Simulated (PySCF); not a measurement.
Isomers C5H11N3Si:

A. SMILES C[Si](C)(C)n1cncn1
B. 1-(trimethylsilyl)-1H-1,2,3-triazole
C. `[nH]1c([Si](C)(C)C)nnc1`
D. `C[Si](C)(C)c1cnn[nH]1`

Spectrum 1. ¹³C{¹H} NMR (computed): δ 159.1 (CH), 151.9 (CH), 0.1 (CH3).

Spectrum 2. ¹³C{¹H} NMR (computed): δ 141.6 (CH), 138.6 (C), -0.5 (CH3).

Spectrum 3. ¹³C{¹H} NMR (computed): δ 137.9 (CH), 132.0 (CH), 0.5 (CH3).

Spectrum 4. ¹³C{¹H} NMR (computed): δ 155.2 (C), 141.6 (CH), -0.9 (CH3).

Relativity neglected, one computed conformer, isolated molecule, equivalent nuclei averaged. GFN2-xTB geometry; shieldings: GIAO PBE0/pcSseg-1; PySCF 2.14.0 with density-fitted response routines.

Shifts are taken against calculated references (same method and geometry level): ¹³C (σ = 186.93 ppm) against TMS. Shifts are as computed. Against solution values, carbons near 30 ppm lie about +3 ppm off and those near 130 ppm about +5 ppm. Of 1211 compounds with measured shifts, 218 miss one by over three times the rms of a fit or turn the order of signals round; such compounds aren't used in these exercises.

Match each spectrum to its structure.

Results:

1–A, 2–D, 3–B, 4–C.

- Spectrum 1 (A): 3 ¹³C signals; δC 0.1 is a methyl carbon bonded to Si; δC 159.1 is an aromatic CH between two ring heteroatoms.
- Spectrum 2 (D): 3 ¹³C signals; δC 141.6 is an aromatic CH next to a ring nitrogen; δC -0.5 is a methyl carbon bonded to Si.
- Spectrum 3 (B): 3 ¹³C signals; δC 0.5 is a methyl carbon bonded to Si; δC 137.9 is an aromatic CH next to a ring nitrogen.
- Spectrum 4 (C): 3 ¹³C signals; δC -0.9 is a methyl carbon bonded to Si; δC 155.2 is a substituted aromatic carbon next to a ring nitrogen.
